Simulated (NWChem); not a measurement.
System meant: BNH₂BrF; SMILES NB(F)Br

Here is an NWChem input.

```
start job
memory heap 200 mb stack 900 mb global 1100 mb
geometry units angstroms noautoz
  B     -0.010024     0.932100     0.000000
  F     -1.174479     1.569342     0.000000
  Br    -0.024257    -0.998855     0.000000
  N      1.188098     1.634255     0.000000
  H      2.091026     1.182530     0.000000
  H      1.210571     2.646173     0.000000
end
basis spherical
  * library def2-svp
end
dft
  odft
  mult 2
  xc b3lyp
  iterations 150
  mulliken
end
task dft energy
```

End of the output:

```
 Summary of "ao basis" -> "ao basis" (spherical)
 ------------------------------------------------------------------------------
       Tag                 Description            Shells   Functions and Types
 ---------------- ------------------------------  ------  ---------------------
 B                          def2-svp                 6       14   3s2p1d
 F                          def2-svp                 6       14   3s2p1d
 Br                         def2-svp                12       32   5s4p3d
 N                          def2-svp                 6       14   3s2p1d
 H                          def2-svp                 3        5   2s1p

 Summary of "ao basis" -> "ao basis" (spherical)
 ------------------------------------------------------------------------------
       Tag                 Description            Shells   Functions and Types
 ---------------- ------------------------------  ------  ---------------------
 B                          def2-svp                 6       14   3s2p1d
 F                          def2-svp                 6       14   3s2p1d
 Br                         def2-svp                12       32   5s4p3d
 N                          def2-svp                 6       14   3s2p1d
 H                          def2-svp                 3        5   2s1p

      Symmetry analysis of basis
      --------------------------

        a'         60
        a"         24

  number of electrons :                   58
  multiplicity        :                    2
 ------------------------------------------------------------------------
  no. of electrons and multiplicity not compatible                  58
 ------------------------------------------------------------------------
 ------------------------------------------------------------------------
  current input line :
    21: task dft energy
 ------------------------------------------------------------------------
 ------------------------------------------------------------------------
 There is an error in the input file
 ------------------------------------------------------------------------
 For more information see the NWChem manual at https://nwchemgit.github.io

0: no. of electrons and multiplicity not compatible:Received an Error in Communication
```

Question: Find the fault in this run and fix the input.

Answer: The input was rejected before any calculation. Cause: the multiplicity doesn't fit the number of electrons (an even count wants an odd multiplicity, and the reverse). This input runs:
```
start job
memory heap 200 mb stack 900 mb global 1100 mb
geometry units angstroms noautoz
  B     -0.010024     0.932100     0.000000
  F     -1.174479     1.569342     0.000000
  Br    -0.024257    -0.998855     0.000000
  N      1.188098     1.634255     0.000000
  H      2.091026     1.182530     0.000000
  H      1.210571     2.646173     0.000000
end
basis spherical
  B library def2-svp
  F library def2-svp
  Br library def2-svp
  N library def2-svp
  H library def2-svp
end
dft
  xc b3lyp
  iterations 150
  mulliken
end
task dft energy
```
It converges to -2754.53478 Ha (B3LYP/def2-SVP).
